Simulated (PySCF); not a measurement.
Geometry:
| atom | x (Å) | y (Å) | z (Å) |
| --- | --- | --- | --- |
| C1 | 0.044 | 2.918 | -0.769 |
| C2 | -0.787 | 1.640 | -0.862 |
| Si3 | -0.038 | 0.145 | 0.020 |
| C4 | 1.680 | -0.235 | -0.670 |
| C5 | 2.360 | -1.456 | -0.055 |
| C6 | -1.170 | -1.360 | -0.152 |
| C7 | -2.595 | -1.149 | 0.352 |
| H8 | -0.442 | 3.764 | -1.280 |
| H9 | 0.206 | 3.218 | 0.279 |
| H10 | 1.038 | 2.791 | -1.226 |
| H11 | -0.951 | 1.363 | -1.919 |
| H12 | -1.793 | 1.810 | -0.440 |
| H13 | 0.097 | 0.473 | 1.483 |
| H14 | 1.588 | -0.355 | -1.764 |
| H15 | 2.306 | 0.662 | -0.522 |
| H16 | 2.467 | -1.350 | 1.037 |
| H17 | 1.785 | -2.377 | -0.235 |
| H18 | 3.369 | -1.618 | -0.467 |
| H19 | -0.696 | -2.197 | 0.390 |
| H20 | -1.177 | -1.661 | -1.215 |
| H21 | -3.118 | -0.366 | -0.220 |
| H22 | -2.608 | -0.839 | 1.410 |
| H23 | -3.200 | -2.066 | 0.274 |

Geometry: PBE0-D3(BJ)/def2-SVP; GIAO shifts from PySCF, gas phase, non-relativistic, averaged over equivalent atoms.

At KT3/pcSseg-1 (206 basis functions, 50 s wall time on 1 thread of an Arm Neoverse V1, shared host):
| atoms | δ (ppm) |
| --- | --- |
| C1/C5/C7 | 11.7 |
| C2/C4/C6 | 7.8 |
| Si3 | -3.3 |
| H13 | 3.74 |
| H8/H9/H10/H16/H17/H18/H21/H22/H23 | 1.03 |
| H11/H12/H14/H15/H19/H20 | 0.58 |

Referencing at the same level of theory: TMS for 13C (σref 182.31) and 29Si (σref 365.51) and 1H (σref 31.32).

Estimate the result of repeating the calculation with PBE0/pcSseg-1.

## Answers


| atoms | δ at PBE0/pcSseg-1 | change |
| --- | --- | --- |
| C1/C5/C7 | 9.9 | -1.8 |
| C2/C4/C6 | 5.4 | -2.4 |
| Si3 | -0.9 | +2.4 |
| H13 | 3.87 | +0.13 |
| H8/H9/H10/H16/H17/H18/H21/H22/H23 | 1.00 | -0.03 |
| H11/H12/H14/H15/H19/H20 | 0.47 | -0.11 |

δ = σ(ref) − σ, references computed at the same level: 13C (184.41 ppm) and 29Si (351.99 ppm) and 1H (31.27 ppm) against TMS.

The largest change is at C2/C4/C6 (sp3 CH2 bonded to Si). Cost: 206 basis functions, 35 s wall time on 1 thread of an Arm Neoverse V1, shared host.
